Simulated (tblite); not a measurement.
C₅H₉ClOSi₂.
Numbering: `[CH2:1]=[CH:2][CH2:3][Si@@H:4]1[C:5](=[O:6])[SiH2:7][C@@H:8]1[Cl:9]` (hydrogens: H10, H11 on C1; H12 on C2; H13, H14 on C3; H15 on Si4; H16, H17 on Si7; H18 on C8)

Computed with GFN2-xTB (tblite), gas phase: L-BFGS steps from a force-field or distance-geometry start until the largest atomic force falls under 0.01 eV/Å.

Step 98: E = -741.6198 eV
```
atom  x, y, z in Å  |  force x, y, z in eV/Å
C1      2.9459    0.1458    0.7085    0.008  -0.009  -0.010
C2      2.0231    0.7430   -0.0246    0.047   0.005  -0.005
C3      1.2261    0.0705   -1.0960    0.014   0.007  -0.007
Si4    -0.1041   -1.0657   -0.3418    0.001   0.008  -0.022
C5     -1.6582   -1.3900   -1.4948    0.002   0.025   0.021
O6     -1.8007   -2.0332   -2.5022    0.006  -0.015  -0.012
Si7    -2.9193   -0.3500   -0.4171   -0.041   0.007   0.002
C8     -1.4058   -0.1557    0.7700    0.003   0.018  -0.025
Cl9    -1.0026    1.5623    1.1119   -0.014  -0.014   0.020
H10     3.1892   -0.8969    0.5811    0.004   0.008  -0.046
H11     3.5059    0.6734    1.4610   -0.030   0.005   0.012
H12     1.7940    1.7850    0.1459   -0.002   0.006   0.009
H13     1.8802   -0.5445   -1.7162   -0.006   0.009   0.005
H14     0.7664    0.8190   -1.7432    0.011  -0.035   0.031
H15     0.4840   -2.2574    0.2704   -0.016  -0.005   0.036
H16    -4.0310   -1.1095    0.1435   -0.013  -0.012   0.008
H17    -3.3560    0.9078   -1.0069    0.012  -0.004  -0.016
H18    -1.5460   -0.6011    1.7536    0.014  -0.004  -0.002
```

Step 99: E = -741.6203 eV
```
atom  x, y, z in Å  |  force x, y, z in eV/Å
C1      2.9460    0.1446    0.7073    0.008  -0.010  -0.012
C2      2.0225    0.7435   -0.0237    0.070   0.014  -0.009
C3      1.2260    0.0728   -1.0966    0.000  -0.006   0.023
Si4    -0.1033   -1.0645   -0.3418   -0.001  -0.008  -0.013
C5     -1.6587   -1.3948   -1.4916    0.013   0.020  -0.019
O6     -1.7997   -2.0387   -2.4992    0.004  -0.003   0.016
Si7    -2.9191   -0.3505   -0.4185   -0.036   0.017   0.007
C8     -1.4060   -0.1547    0.7693    0.003  -0.014  -0.021
Cl9    -1.0037    1.5605    1.1156   -0.008   0.021   0.023
H10     3.1889   -0.8975    0.5757    0.005   0.002  -0.039
H11     3.5067    0.6697    1.4613   -0.034   0.004   0.005
H12     1.7971    1.7862    0.1478   -0.016   0.000   0.008
H13     1.8794   -0.5390   -1.7199    0.002  -0.001   0.003
H14     0.7627    0.8209   -1.7400    0.004  -0.007   0.010
H15     0.4825   -2.2547    0.2763   -0.012   0.000   0.029
H16    -4.0338   -1.1053    0.1402   -0.022  -0.019   0.016
H17    -3.3526    0.9074   -1.0117    0.016  -0.008  -0.016
H18    -1.5439   -0.6029    1.7524    0.004  -0.003  -0.012
```

Q: Estimate the geometry and energy of step 100. (The exact step hangs on the optimiser's Hessian estimate; all steps are aligned on step 99, rigid shifts and turns removed.)

A: E = -741.6208 eV, largest force 0.078 eV/Å
```
atom  x, y, z in Å  |  force x, y, z in eV/Å
C1      2.9462    0.1403    0.7039   -0.004   0.004  -0.024
C2      2.0231    0.7448   -0.0232    0.077   0.007  -0.006
C3      1.2224    0.0786   -1.0964   -0.014   0.005   0.021
Si4    -0.1009   -1.0642   -0.3386   -0.003  -0.016  -0.002
C5     -1.6562   -1.4033   -1.4857    0.014   0.015  -0.052
O6     -1.7950   -2.0528   -2.4906    0.001   0.010   0.043
Si7    -2.9181   -0.3500   -0.4223   -0.013   0.003   0.014
C8     -1.4069   -0.1544    0.7694   -0.003  -0.036  -0.007
Cl9    -1.0051    1.5585    1.1209   -0.006   0.041   0.025
H10     3.1845   -0.9019    0.5653    0.012  -0.001  -0.028
H11     3.5096    0.6607    1.4593   -0.033  -0.004   0.000
H12     1.8016    1.7877    0.1527   -0.020  -0.005   0.005
H13     1.8736   -0.5269   -1.7287   -0.005   0.005   0.012
H14     0.7511    0.8300   -1.7311    0.018  -0.017   0.015
H15     0.4885   -2.2497    0.2867   -0.013   0.010   0.019
H16    -4.0402   -1.0960    0.1331   -0.021  -0.020   0.020
H17    -3.3418    0.9069   -1.0238    0.016  -0.002  -0.019
H18    -1.5453   -0.6053    1.7521   -0.002   0.003  -0.034
```

The energy changes by -0.0005 eV. The first-order estimate −F·Δx gives -0.0006 eV and the mean of the old and new forces, exact on a quadratic surface, -0.0004 eV. The step makes an angle of 84° with the force vector and moves no atom by more than 0.017 Å.

What follows is the cost of the whole relaxation. The run took 3.2 s of wall time on one thread of an Arm Neoverse N1, on a shared host.
